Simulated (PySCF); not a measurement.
# Si4H10NCl

Si4H10NCl is a small molecule, neutral, singlet. The structure, one conformer, was relaxed in the gas phase by PBE0-D3(BJ)/def2-SVP. No frequency run checks that it is a minimum.

SMILES: [SiH3]N[Si]([SiH3])([SiH3])Cl

Coordinates in Å:
```
Si1     0.352   -0.030    0.631
Si2     0.009   -2.153   -0.300
Si3    -1.032    0.471    2.452
N4      0.197    1.229   -0.552
Si5     0.505    1.157   -2.271
Cl6     2.295   -0.119    1.436
H7     -1.275   -2.203   -1.065
H8      1.143   -2.536   -1.193
H9     -0.065   -3.121    0.837
H10    -0.775   -0.476    3.577
H11    -2.471    0.384    2.052
H12    -0.746    1.868    2.906
H13     0.114    2.166   -0.161
H14     1.854    1.678   -2.653
H15     0.411   -0.279   -2.664
H16    -0.523    1.952   -3.008
```

Shieldings: GIAO PBE0/pcSseg-1. Shifts are against computed references at the same level: H TMS (σ 31.27 ppm), Si TMS (σ 352.0 ppm). Core levels by delta-SCF with SCAN, pcX-2 on the ionised atom and pcseg-1 elsewhere, spin-free X2C (2p3/2 is the spin-free 2p value less a third of a first-order spin-orbit splitting); from the vacuum level, for chosen atoms.

Q: Give the NMR and core-level values of the distinct atoms.

A: 
| atoms | bonded to | σ (ppm) | δ (ppm) | core level (eV) |
| --- | --- | --- | --- | --- |
| Si1 | 1 Cl + 1 N + 2 Si | 336.3 | 15.7 | 2p3/2 107.20 |
| Si2 | 1 Si + 3 H | 452.3 | -100.3 | 2p3/2 106.58 |
| Si3 | 1 Si + 3 H | 450.8 | -98.8 | 2p3/2 106.57 |
| N4 | 2 Si + 1 H | 227.1 | - | 1s 404.44 |
| Si5 | 1 N + 3 H | 400.7 | -48.7 | - |
| Cl6 | 1 Si | 849.5 | - | 2p3/2 205.24 |
| H7 H8 H9 | 1 Si | 27.53 | 3.74 | - |
| H10 H11 H12 | 1 Si | 27.69 | 3.57 | - |
| H13 | 1 N | 30.57 | 0.70 | - |
| H14 H15 H16 | 1 Si | 26.54 | 4.73 | - |

Values are those of this one static structure, with the three H of a rotating XH3 group averaged; atoms that internal rotation interchanges would show their mean in an NMR spectrum.

Q: Which of Si1, Si2, Si3 holds its core electrons tightest, and by how much against the loosest?

A: Si1 (bonded to 1 Cl + 1 N + 2 Si), by 0.63 eV over Si3 (bonded to 1 Si + 3 H).

Q: By CAM-B3LYP/def2-SVPD (TDDFT singlets, Tamm-Dancoff triplets, ionisation by delta-SCF), where does absorption start, and what does vertical ionisation take?

A: The lowest singlet lies at 6.04 eV (f 0.038), the strongest of the first 6 at 7.28 eV (f 0.398), the lowest triplet at 5.36 eV; vertical ionisation takes 9.47 eV.
